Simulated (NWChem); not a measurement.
Species: ZrNH5; SMILES [ZrH3][NH2]

Results from NWChem. The geometry was optimised at PBE0/def2-SVP. def2 effective core potentials on Zr; no spin-orbit coupling. Level M06-2X/def2-SVP: energy and gradient on several grids; changes count from the extra-fine grid, which is no exact limit either.

### Question
Which is the coarsest grid (xcoarse; xfine; fine; coarse; medium) from which on the energy stays within 500 μHa and each gradient component within 500 μHa/bohr of xfine?

### Answer
coarse.
| grid | size of the energy change (μHa) | largest change of a gradient component (μHa/bohr) | time, medium = 1 (rough) |
|---|---|---|---|
| xcoarse | 6000 | 4000 | about 1 |
| coarse | 200 | 200 | about 1 |
| medium | < 10 | 200 | about 1 |
| fine | < 10 | 30 | about 1 |
| xfine | < 10 | < 30 | 2 |
